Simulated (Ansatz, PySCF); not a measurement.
This Ansatz (an electronic-structure program) input computes a SVWN5/def2-TZVPD energy:

Ansatz 0.2 input:
```yaml
crystal:
  periodic: [false, false, false]
  atoms:
    - {symbol: B, position_ang: [-1.16156737, 0.43630842, 0.02571076]}
    - {symbol: Cl, position_ang: [0.46529914, -0.11147966, -0.00413971]}
    - {symbol: H, position_ang: [-2.10224853, -0.28638796, -0.05817867]}
basis:
  gaussian:
    orbitals: def2-TZVPD
hamiltonian:
  xc: {name: SVWN5}
magnetization: {spin_polarized: true, initial_magnetization: 1}
output: {forces: true}
```

Q: Write an input for the same energy in PySCF and say what it gives.

A: 
```python
from pyscf import gto, scf, dft

mol = gto.M(
    atom='''
    B    -1.16156737    0.43630842    0.02571076
    Cl    0.46529914   -0.11147966   -0.00413971
    H    -2.10224853   -0.28638796   -0.05817867
    ''',
    basis='def2-tzvpd',
    charge=0,
    spin=1,
    verbose=4,
)

mf = dft.UKS(mol, xc='svwn').density_fit(auxbasis='def2-universal-jkfit')
mf.grids.level = 3
mf.conv_tol = 1e-9
mf.max_cycle = 100
mf.max_memory = 1500
mf.kernel()
if not mf.converged:
    mf = mf.newton()
    mf.kernel(mf.make_rdm1())
for _ in range(2):
    mo, _, stable, _ = mf.stability(return_status=True)
    if stable:
        break
    mf.kernel(mf.make_rdm1(mo, mf.mo_occ))
mf.analyze()
```
It gives -483.83268 Eh, and Ansatz -483.83266 Eh, a difference of 0.02 mEh, from the treatment of integrals and grids.

It need not be the lowest isomer of its formula.
